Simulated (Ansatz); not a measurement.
Coupled-cluster diagnostics for the cluster Cu2H3 (the lowest doublet isomer of a short search), Ansatz.

Geometry of the doublet (PBE-D4/def2-TZVP):

```xyz
5

Cu    0.647    0.936    0.384
Cu   -0.551   -0.755   -0.754
H     0.912    1.193    1.844
H    -1.320   -1.958   -0.277
H     0.311    0.584   -1.196
```

Correlated methods freeze 18 core orbitals. In CCSD on the charge 0 quartet the largest single amplitude is 0.38, so its Hartree–Fock determinant may place the open shell otherwise than the density functionals do. At PBE0-D4/def2-TZVP a triplet of charge 1 lies 0.70 eV below the restricted singlet at the same geometry. The structure comes from a short search, and lower isomers may exist.

Geometry of the charge 0 quartet (PBE-D4/def2-TZVP):

```xyz
5

Cu    0.4067   -0.1078   -1.2784
Cu    0.3739    1.0168    0.7985
H    -0.1534   -1.3594   -1.9553
H    -0.2191    0.8920    2.2025
H    -0.4080   -0.4415    0.2327
```

(1) Estimate the CCSD(T) correlation energy, the shares of MP2 and (T), T1 and the reference's ⟨S²⟩ for: charge 0, doublet, own geometry in def2-TZVPP; charge 0, doublet, own geometry in def2-TZVPD; charge 0, quartet, own geometry in def2-TZVPP; charge 1, singlet, vertical in def2-TZVPP; charge -1, singlet, vertical in def2-TZVPD; and the rough time on 4 threads of Arm Neoverse V2 on a shared host.

## Answers

(1) 
```json
{"state": "charge 0, doublet, own geometry", "basis": "def2-TZVPP", "correlation (eV)": "-26.737", "MP2 share (%)": "97.8", "(T) share (%)": "3.8", "T1": "0.085", "⟨S²⟩ (pure)": "1.24 (0.75)", "wall time": "29 s", "remarks": "large T1 (0.085), spin-contaminated (⟨S²⟩ 1.24)"}
{"state": "charge 0, doublet, own geometry", "basis": "def2-TZVPD", "correlation (eV)": "-22.182", "MP2 share (%)": "102.8", "(T) share (%)": "3.7", "T1": "0.093", "⟨S²⟩ (pure)": "0.76 (0.75)", "wall time": "30 s", "remarks": "large T1 (0.093)"}
{"state": "charge 0, quartet, own geometry", "basis": "def2-TZVPP", "correlation (eV)": "-24.978", "MP2 share (%)": "96.4", "(T) share (%)": "3.2", "T1": "0.104", "⟨S²⟩ (pure)": "3.78 (3.75)", "wall time": "77 s", "remarks": "large T1 (0.104)"}
{"state": "charge 1, singlet, vertical", "basis": "def2-TZVPP", "correlation (eV)": "-29.660", "MP2 share (%)": "109.6", "(T) share (%)": "6.9", "T1": "0.024", "⟨S²⟩ (pure)": "0.00 (0.00)", "wall time": "25 s", "remarks": "flagged by the program, restricted SCF unstable"}
{"state": "charge -1, singlet, vertical", "basis": "def2-TZVPD", "correlation (eV)": "-24.223", "MP2 share (%)": "108.8", "(T) share (%)": "4.2", "T1": "0.033", "⟨S²⟩ (pure)": "0.00 (0.00)", "wall time": "2.8 s", "remarks": "–"}
```
Customary marks for T1 are 0.02 (closed shells), 0.045 (open shells) and about 0.05 (3d metals). T1 exceeds 0.02 in 5 of 5 rows and 0.045 in 3; the higher it lies, the less the single-reference result can be trusted.
